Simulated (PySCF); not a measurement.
## Ge (germanium, neutral) across methods

[Ar] 3d10 4s1 4p2 5s1, high-spin 5P determinant (an excited configuration). All numbers are calculated (PySCF 2.14, scalar relativity by spin-free X2C-1e, in aug-cc-pVDZ-DK).

| method | E (hartree) | mean ε 4s α (eV) | mean ε 4p α (eV) | mean ε 5s α (eV) | Σ⟨r²⟩ (bohr²) | ⟨S²⟩ |
| --- | --- | --- | --- | --- | --- | --- |
| r2SCAN | -2098.200 | -17.471 | -8.453 | -1.759 | 64.88 | 6.002 |
| LDA | -2094.904 | -16.950 | -8.064 | -1.851 | 64.34 | 6.001 |
| PBE | -2097.923 | -16.753 | -8.006 | -1.768 | 64.78 | 6.001 |
| UHF | -2096.61457 | -22.996 | -12.165 | -2.981 | 65.94 | 6.001 |
| BHandHLYP | -2098.184 | -19.922 | -10.008 | -2.272 | 65.11 | 6.001 |
| PBE0 | -2097.961 | -18.468 | -9.167 | -2.148 | 64.97 | 6.001 |
| TPSSh | -2098.175 | -17.557 | -8.528 | -1.885 | 65.09 | 6.001 |
| r2SCANh | -2098.190 | -18.077 | -8.862 | -1.904 | 64.88 | 6.002 |

The outer electron is Rydberg-like, and this basis confines it to a smaller radius and binds it less than a complete one would.
